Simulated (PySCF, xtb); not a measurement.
C3H6BNO, SMILES CB(O)CC#N.

Coordinates come from a ωB97X-D3(BJ)/def2-SVP optimisation. This is a generated structure with no PubChem entry under its InChIKey; it may be hypothetical. One conformer was computed; it need not be the lowest.

These are PySCF with C-PCM-ωB97X/def2-SVP values and carry that method's errors.

The values are the electrostatic part of the solvation free energy, E(continuum) − E(gas) at the gas-phase geometry, in a cavity of scaled van der Waals radii (PySCF's table); cavitation and dispersion terms are not included. In vacuum the orbital gap is 13.75 eV. The dipole moment in vacuum is 3.06 D.

```tsv
solvent	ε	ΔG(elec) (kcal/mol)	dipole (D)	gap (eV)
water	78.36	-7.5	3.94	13.91
n-hexane	1.88	-3.3	3.42	13.82
benzene	2.27	-4.0	3.50	13.84
```

For comparison, GFN2-xTB/ALPB(water) (xtb, at the GFN2-xTB geometry, all terms of that model) gives -8.4 kcal/mol.
